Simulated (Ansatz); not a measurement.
`[SiH3][S][SnH3]` + `[OH][Cd][OH]` → `[OH][Cd][O][SiH3]` + `[SH][SnH3]`  (ligand exchange at the Si–S bond)

Computed with Ansatz on PBE0-D4/def2-TZVP structures; ΔE is electronic, products minus reactants. CBS: MP2 limit from def2 TZ/QZ plus the TZ coupled-cluster correction, frozen cores. DFT in def2-TZVPP. B3LYP here is the variant with VWN-RPA as its local correlation; programs differ in this. HSE06 is defined as in plane-wave codes. Elements past krypton have def2 core potentials. For Cd, Sn outer-core shells are correlated without core-valence functions, which leaves a few kJ/mol of doubt a bond. Each species was taken in one conformer, which may not be the lowest.

Is it downhill or uphill in electronic energy at CCSD(T)/CBS, and by how much? (An estimate is asked.)

Computed: Downhill: ΔE = -40.4 kJ/mol.

What do these levels give: B3LYP-D4, r2SCAN0-D4, HSE06-D4, BHLYP-D4, PBE, BLYP, PBE0, B3LYP, r2SCAN0, LC-ωPBE, CCSD(T)/def2-SVP, CCSD/CBS(def2)? (An estimate is asked.)

Ansatz gave: B3LYP-D4 -44.8, r2SCAN0-D4 -43.4, HSE06-D4 -33.7, BHLYP-D4 -53.3, PBE -29.8, BLYP -45.6, PBE0 -36.8, B3LYP -50.1, r2SCAN0 -44.3, LC-ωPBE -44.4, CCSD(T)/def2-SVP -56.5, CCSD/CBS(def2) -44.6 kJ/mol.

Largest T1 diagnostic among the species: 0.017.

At CCSD(T), def2-SVP lies −16.2 kJ/mol from the extrapolated value and def2-TZVPP −8.8 kJ/mol. The D4 term adds +5.3 kJ/mol with B3LYP and +2.9 kJ/mol with PBE0; it sums over pairs of atoms, weighted by their polarisabilities, and B3LYP, whose exchange is more repulsive, gets the larger term. From r2SCAN to r2SCAN0 (25 % exact exchange), in def2-TZVPP and without D4, ΔE moves by −3.8 kJ/mol.
